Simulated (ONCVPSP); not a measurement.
# What one change does to a pseudopotential (germanium, ONCV)

- Element: germanium (Ge)
- Generator: ONCVPSP 4.0.1
- Type: optimised norm-conserving Vanderbilt (ONCV)
- Functional: PBE
- Relativity: non-relativistic
- Frozen core: [Ar] 3d10
- Valence charge: 4
- Reference configuration: 4s2 4p2
- Partial waves: 4s: rc 1.95 bohr, ncon 3, nbas 8, qcut 4 1/bohr, 2 projectors, debl 2.9 Ha; 4p: rc 2.45 bohr, ncon 5, nbas 9, qcut 3.4 1/bohr, 2 projectors, debl 2.3 Ha; d scattering state at 0.21 Ha: rc 2.35 bohr, ncon 5, nbas 8, qcut 4 1/bohr, 2 projectors, debl 2.2 Ha
- Local potential: polynomial inside 1.30 bohr (lpopt 5, dvloc0 2 Ha)
- Core correction: Teter function fitted to the true core (icmod 2), fcfact 0.25

All-electron outer shells of the reference configuration (PBE, non-relativistic, ld1.x):

| shell | level (eV) | outermost node (bohr) | outermost maximum (bohr) |
| --- | --- | --- | --- |
| 3p | -114.37 | 0.23 | 0.55 |
| 3d | -30.15 | – | 0.50 |
| 4s | -11.40 | 0.78 | 1.77 |
| 4p | -3.93 | 0.83 | 2.22 |

Change: core correction Teter function fitted to the true core (icmod 2), fcfact 1.

Cutoffs: the cutoffs (Ha) at which the residual kinetic energy of the hardest occupied pseudo-wave falls to 1 and 0.1 mHa per electron; they do not see the model core or the augmentation charge, which bear on the density cutoff. Errors are all-electron minus pseudo energies relative to the spin-unpolarised reference configuration.

Q: How do hardness, ghosts and transferability respond?

A: The potential gets neither clearly harder nor softer (6.8 Ha and 15 Ha → 6.8 Ha and 15 Ha); of the 4 tests that both files solve, the error grows in 1 and shrinks in 2 by more than 15 % and 0.3 meV (median size 28.2 → 18.5 meV); neither file shows a bound ghost. A model core, the more so a compact one, raises the density cutoff, which this test does not measure.

| quantity | base | changed |
| --- | --- | --- |
| cutoff, loose | 6.8 Ha | 6.8 Ha |
| cutoff, tight | 15 Ha | 15 Ha |
| bound ghosts | none | none |
| GHOST(+) flags under 300 eV | s at 119.0 eV | s at 119.0 eV |
| error for 4s2 4p1, meV [ΔE 7.48 eV] | -1.4 | +1.2 |
| error for 4s2 4p0, meV [ΔE 22.93 eV] | -27 | -2.5 |
| error for 4s1 4p0, meV [ΔE 57.17 eV] | -196 | -151 |
| error for 4s0 4p4, meV [ΔE 15.40 eV] | -30 | -35 |
| s: phases at 1.98 bohr within 0.05 rad from the reference energy up to (Ha; the scan ends near 5) | 3.5 | 3.5 |
| p: phases at 2.48 bohr within 0.05 rad from the reference energy up to (Ha; the scan ends near 5) | to the end of the scan | to the end of the scan |
| d: phases at 2.38 bohr within 0.05 rad from the reference energy up to (Ha; the scan ends near 5) | 3.1 | 3.1 |
| rms error of d²Exc/dni dnj with the model core, mHa | 0.36 | 1.10 |

Base: The cutoffs count occupied waves only; projector 2 of the d channel, the hardest unoccupied one, needs 52 Ha at the loose tolerance. Changed file: The cutoffs count occupied waves only; projector 2 of the d channel, the hardest unoccupied one, needs 52 Ha at the loose tolerance.
